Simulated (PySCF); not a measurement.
Consider 1,4-difluorobenzene, `Fc1ccc(F)cc1` (C6H4F2). Non-hydrogen atoms are numbered in `[F:1][c:2]1[cH:3][cH:4][c:5]([F:6])[cH:7][cH:8]1`. These are map numbers, not IUPAC locants.

Energies: ωB97X-D3(BJ)/ma-def2-TZVP (PySCF, density fitting, integration grid level 2) on PBE0-D3(BJ)/ma-def2-SVP structures. Thermal corrections: GFN2-xTB frequencies, unscaled, ideal gas at 298.15 K and 1 bar, quasi-RRHO entropy. These were taken at the GFN2-xTB minima.

(1) What are the vertical and the adiabatic ionisation energy for forming the radical cation?

(2) Where does the unpaired spin of the relaxed radical cation sit?

(3) What oxidation potential follows in acetonitrile (IEF-PCM), given that Fc+/Fc comes at 4.54 V absolute with this functional and basis?

(4) How far is −ε(HOMO) from the vertical value by ΔSCF?

Results:

(1) 9.23 eV vertical and 8.95 eV adiabatic, the latter with zero-point energy.

(2) C5 (aromatic carbon) 0.34, C2 (aromatic carbon) 0.34, F1 (fluorine) 0.09, F6 (fluorine) 0.09 (intrinsic atomic orbital populations).

(3) In the gas phase ΔG of oxidation is 8.920 eV, and solvation is -14.2 kJ/mol for the parent and -231.5 kJ/mol for the product, so the absolute potential is 6.67 V, or 2.12 V against Fc+/Fc. Fc+/Fc in acetonitrile, 4.54 V, is ωB97X-D3(BJ)/ma-def2-TZVP on PBE0-D3(BJ)/def2-SVP structures with GFN2-xTB thermal terms. Benchmark calculations put it near 5.0 V in acetonitrile and DMSO, so it is about 0.5 V low, and the value against it can read up to that much too high. The solvent is electrostatics only, on gas-phase structures; the absolute scale refers to an electron at rest in vacuum.

(4) −ε(HOMO) = 9.36 eV, which is 0.13 eV above the ΔSCF value.

Differences come from unrounded values, so a last digit can differ from that of the printed terms.
